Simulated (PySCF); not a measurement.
Se(Cl)(Me) (CH₃ClSe), SMILES C[Se]Cl. Atoms are numbered in the order given.

```xyz
6

Se     0.5049    -0.4198     0.0000
Cl    -0.3291     1.6092     0.0000
C     -1.1909    -1.3896     0.0000
H     -0.9179    -2.4458     0.0000
H     -1.7540    -1.1504    -0.8975
H     -1.7540    -1.1504     0.8975
```

The structure is a stationary point at B3LYP-D3(BJ)/def2-TZVP.

Computed with CAM-B3LYP/def2-TZVPD (PySCF).

Computed frontier levels, gap, dipole moment and polarisability:
highest occupied level: -7.96 eV
lowest empty level: -1.09 eV
orbital gap: 6.86 eV
dipole moment: 2.38 D
quadrupole, principal values (traceless, Buckingham form, about the centre of nuclear charge): -3.27, -0.37, 3.64 D·Å
mean static polarisability: 57.4 bohr³ (8.50 Å³)
polarisability, principal values: 45.8, 55.5, 70.8 bohr³
